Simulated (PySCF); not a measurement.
Precursor series Ti Cl-OH. All species are isolated molecules in the gas phase. One relaxed conformer stands for each flexible species; it need not be the lowest.

The HOMO–LUMO gap from two functionals at the same geometries (BP86-D3(BJ)/def2-SVP), both in PySCF: PBE-D3(BJ)/def2-TZVP and TPSSh-D3(BJ)/def2-TZVP. 

```json
[
 {"species": "0 of 4 Cl replaced by OH ([Ti(Cl)4])", "PBE-D3(BJ)/def2-TZVP (eV)": "3.64", "TPSSh-D3(BJ)/def2-TZVP (eV)": "4.61"},
 {"species": "1 of 4 Cl replaced by OH ([Ti(Cl)3(OH)])", "PBE-D3(BJ)/def2-TZVP (eV)": "3.81", "TPSSh-D3(BJ)/def2-TZVP (eV)": "4.78"},
 {"species": "2 of 4 Cl replaced by OH ([Ti(Cl)2(OH)2])", "PBE-D3(BJ)/def2-TZVP (eV)": "4.02", "TPSSh-D3(BJ)/def2-TZVP (eV)": "5.04"},
 {"species": "3 of 4 Cl replaced by OH ([Ti(Cl)(OH)3])", "PBE-D3(BJ)/def2-TZVP (eV)": "4.33", "TPSSh-D3(BJ)/def2-TZVP (eV)": "5.41"},
 {"species": "4 of 4 Cl replaced by OH ([Ti(OH)4])", "PBE-D3(BJ)/def2-TZVP (eV)": "5.08", "TPSSh-D3(BJ)/def2-TZVP (eV)": "6.27"}
]
```

Over these rows, drawn at random from the members with no instability flagged (it was tested for open shells, ions and some series alone), PBE minus TPSSh-D3(BJ): mean -1.05 eV, from -1.19 eV to -0.97 eV.
